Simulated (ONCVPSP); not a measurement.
**Cutoff test, rhenium (Re), ONCV**

| Property | Result |
| --- | --- |
| Element | rhenium |
| Generator | ONCVPSP 4.0.1 |
| Type | optimised norm-conserving Vanderbilt (ONCV) |
| Functional | PBE |
| Relativity | scalar-relativistic |
| Frozen core | [Kr] 4d10 |
| Valence charge | 29 |
| Reference configuration | 4f14 5s2 5p6 5d5 6s1 6p1 |
| Partial waves | 5s+6s: rc 1.70 bohr, ncon 5, nbas 9, qcut 8 1/bohr, 3 projectors, debl 2.4 Ha; 5p+6p: rc 1.65 bohr, ncon 4, nbas 9, qcut 7.1 1/bohr, 3 projectors, debl 0.5 Ha; 5d: rc 1.70 bohr, ncon 3, nbas 6, qcut 6.5 1/bohr, 1 projector; 4f: rc 0.95 bohr, ncon 4, nbas 9, qcut 21.2 1/bohr, local |
| Local potential | the f channel |
| Core correction | Teter function, fcfact 3.25, rcfact 1.25 |

For each optimised wave give the share of its norm inside rc, the residual kinetic energy above qcut (Ha) and the cutoffs (Ha) for errors of 10, 1, 0.1 and 0.01 mHa per electron.

| wave | norm inside rc | residual KE | 10 mHa | 1 mHa | 0.1 mHa | 0.01 mHa |
| --- | --- | --- | --- | --- | --- | --- |
| 5s | 0.960 | 7.6e-06 | 19.3 | 24.4 | 28.2 | 31.7 |
| 6s | 0.075 | 4.1e-06 | 15.9 | 22.2 | 26.8 | 30.7 |
| s projector 3 | 0.083 | 1.5e-05 | 18.2 | 24.3 | 28.9 | 33.8 |
| 5p | 0.863 | 2.4e-05 | 9.0 | 15.9 | 22.1 | 48.7 |
| 6p | 0.025 | 6.2e-06 | 6.3 | 9.3 | 18.6 | 24.1 |
| p projector 3 | 0.033 | 1.3e-05 | 7.0 | 10.0 | 20.7 | 26.2 |
| 5d | 0.491 | 9.0e-06 | 11.8 | 15.5 | 18.4 | 20.9 |
| 4f | 0.899 | 1.4e-07 | 153.5 | 173.4 | 190.2 | 203.8 |

The occupied waves need 173 Ha and 190 Ha for 1 and 0.1 mHa. Note: ghosts flagged at negative energy: s at -979.0 eV, p at -235.9 eV, d at -139.1 eV; GHOST(+) flagged for s at 497.0 eV. A true bound ghost makes a file unfit for plane-wave use.
